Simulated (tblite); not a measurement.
Compound: C4H7NS2Si.
Atom-mapped SMILES: `[N:1]#[C:2][SiH:3]1[S:4][CH2:5][CH2:6][CH2:7][S:8]1` (hydrogens: H9 on Si3; H10, H11 on C5; H12, H13 on C6; H14, H15 on C7)

Cartesian coordinates in Å at the GFN2-xTB level; atoms count from 1:
```xyz
15
C4H7NS2Si angstrom
N      3.297   -0.026   -1.198
C      2.617    0.433   -0.399
Si     1.391    1.099    0.847
S     -0.172    2.055   -0.265
C     -0.968    0.581   -1.020
C     -1.481   -0.439   -0.014
C     -0.406   -1.351    0.560
S      0.595   -0.590    1.899
H      1.970    2.030    1.780
H     -1.797    0.999   -1.589
H     -0.255    0.133   -1.714
H     -2.208   -1.073   -0.531
H     -2.003    0.072    0.797
H     -0.863   -2.216    1.040
H      0.278   -1.699   -0.215
```

Computed values, GFN2-xTB/tblite, gas phase, harmonic and unscaled. Against measured fundamentals such values can be off by several per cent, at times by over 20. Modes of hydrogen on silicon can be 10 to 20 % off. One conformer, not necessarily the lowest.

Harmonic wavenumbers (cm⁻¹): 42.3, 75.2, 125.2, 128.5, 205.1, 273.1, 298.5, 334.8, 341.0, 443.1, 454.5, 524.5, 564.4, 592.7, 645.5, 649.5, 680.4, 830.6, 879.5, 935.0, 1010.6, 1076.7, 1116.6, 1195.0, 1205.8, 1268.1, 1268.2, 1337.2, 1442.3, 1452.7, 1461.9, 2337.9, 2458.1, 2955.2, 2972.8, 2974.8, 2988.9, 3008.0, 3008.9.

A = 1378, B = 1180, C = 908.2 MHz; mass 160.979 u (most abundant isotopes); point group Cs, symmetry number 1.

**Question.** What is the zero-point energy?

**Answer.** Half the sum of the wavenumbers: 22782 cm⁻¹ = 65.14 kcal/mol.

**Question.** Give the ideal-gas entropy at 298.15 K and 1 bar in the rigid-rotor, harmonic-oscillator model (classical rotation).

**Answer.** Translation 41.16, rotation 29.77, vibration 27.82: S = 98.8 cal/(mol K).

**Question.** And Cp and H(298.15 K) − H(0)?

**Answer.** Cp = 36.65 cal/(mol K), of which vibrations give 28.70 (their classical limit is 39 R = 77.5); H(298.15 K) − H(0) = 6.77 kcal/mol without the zero-point energy, 4.40 from vibrations.

**Question.** What must be added to the electronic energy to get the Gibbs energy at 298.15 K and 1 bar?

**Answer.** ZPE + [H(298.15 K) − H(0)] − T·S = 65.14 + 6.77 − 29.44 = 42.47 kcal/mol.

**Question.** Which modes carry the vibrational entropy at 298.15 K?

**Answer.** 42.3 cm⁻¹: 5.15; 75.2 cm⁻¹: 4.01; 125.2 cm⁻¹: 3.02; 128.5 cm⁻¹: 2.97; 205.1 cm⁻¹: 2.09; 273.1 cm⁻¹: 1.58 cal/(mol K); the other 33 give 9.01 together.

Hindered rotation and anharmonicity are outside this model. Other conformers, if any are populated, would add a mixing term that is left out.
